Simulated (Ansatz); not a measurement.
The cluster SbTe₄. Charge 0, multiplicity 4. Geometry PBE-D4/def2-SVP; atoms count from 1.

```xyz
5

Sb   -0.282    2.356   -0.622
Te   -2.144    0.387   -1.011
Te   -0.936   -2.309    0.318
Te    1.323   -1.333    1.413
Te    2.039    0.898   -0.099
```

In the def2 sets Sb, Te take a core potential; there is no spin–orbit coupling. At PBE0-D4/def2-TZVP a doublet of charge 0 lies 1.34 eV below the quartet, each at its own geometry. The structure comes from a short search, and lower isomers may exist.

(1) Estimate the Mulliken populations from the PBE0/def2-TZVP orbitals of Ansatz.

(2) Where does the spin sit?

(3) And the Mayer bond orders between bonded heavy atoms (over 0.3)?

Results:

(1) 
| atom | charge (e) | spin (α − β) |
| --- | --- | --- |
| Sb1 | 0.14 | 0.75 |
| Te2 | -0.16 | 0.87 |
| Te3 | 0.00 | 0.91 |
| Te4 | 0.09 | 0.29 |
| Te5 | -0.07 | 0.19 |
Mulliken values and Mayer orders depend strongly on the basis.

(2) Summed by element: Sb 0.75, Te 2.25, of 3 unpaired in all. Largest on single atoms: Te3 0.91, Te2 0.87, Sb1 0.75.

(3) Sb1–Te2 1.33 (2.74 Å); Sb1–Te5 1.11 (2.79 Å); Te2–Te3 0.59 (3.24 Å); Te3–Te4 1.41 (2.69 Å); Te4–Te5 1.07 (2.79 Å).
